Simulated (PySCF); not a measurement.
Compound: C₅H₁₁NO.
Geometry (PBE0-D3(BJ)/def2-TZVP, Å), atoms numbered from 1 in this order:
```
atom  x, y, z in Å
C1     2.706    0.560    0.598
C2     1.612   -0.219   -0.094
O3     1.844   -1.184   -0.797
N4     0.360    0.256    0.121
C5    -0.831   -0.347   -0.442
C6    -1.627   -1.082    0.625
C7    -1.667    0.701   -1.156
H8     2.505    0.660    1.668
H9     3.650    0.040    0.455
H10    2.783    1.564    0.174
H11    0.246    1.038    0.744
H12   -0.457   -1.072   -1.168
H13   -2.506   -1.564    0.190
H14   -1.974   -0.390    1.399
H15   -1.015   -1.850    1.101
H16   -2.011    1.471   -0.457
H17   -1.090    1.189   -1.944
H18   -2.552    0.247   -1.607
```

Computed with PySCF at wB97X-D/pcSseg-2, non-relativistic, on one gas-phase PBE0-D3(BJ)/def2-TZVP geometry that isn't relaxed in the solvent. The solvent is an IEF-PCM continuum (cavity from Bondi-type radii × 1.2). The model holds no explicit solvent molecules, cavitation or dispersion.

Gas phase at wB97X-D/pcSseg-2: HOMO -9.09 eV, LUMO 1.97 eV, dipole 3.77 D.

Q: What does the continuum do to the energy, the frontier levels and the dipole at wB97X-D/pcSseg-2 in chloroform?

A: 
```csv
solvent,ε,E(solvent) − E(gas) (kcal/mol),polarisation term (kcal/mol),distortion of the solute (kcal/mol),HOMO (eV),LUMO (eV),dipole (D)
chloroform,4.711,-6.01,-7.05,1.04,-9.14,2.28,4.80
```

Polarisation term: ½ Σ q·V over the induced surface charges. Distortion: the rise of the solute's own energy as its density leaves the gas-phase optimum.

Q: Which radius a makes the point-dipole formula ΔE = −[(ε − 1)/(2ε + 1)]·μ²/a³ give the value in chloroform, with the gas-phase dipole?

A: μ = 1.484 au and |ΔE| = 0.00958 Eh give a = 2.30 Å; the farthest nucleus lies 3.68 Å from the centroid of the nuclei, so such a sphere wouldn't even hold the nuclei. The formula assumes a rigid point dipole at the centre of a sphere.

Q: Give the dipole vector in the frame of the coordinates (D, pointing from negative to positive charge), gas and chloroform.

A: Gas (-1.72, 2.75, 1.92), solvent (-2.16, 3.51, 2.46). Its length changes by +27 % and its direction by less than 1°.

The run took 85 s wall, 3.1 min CPU on 2 threads, Intel Xeon Platinum 8259CL at 2.50 GHz (x86_64), shared host, and the process peaked at 2.8 GiB of memory. This is the whole shielding run at wB97X-D/pcSseg-2 in chloroform, SCF included.

Note: wB97X-D ran without an empirical dispersion term, which enters the total energy and its gradient alone.
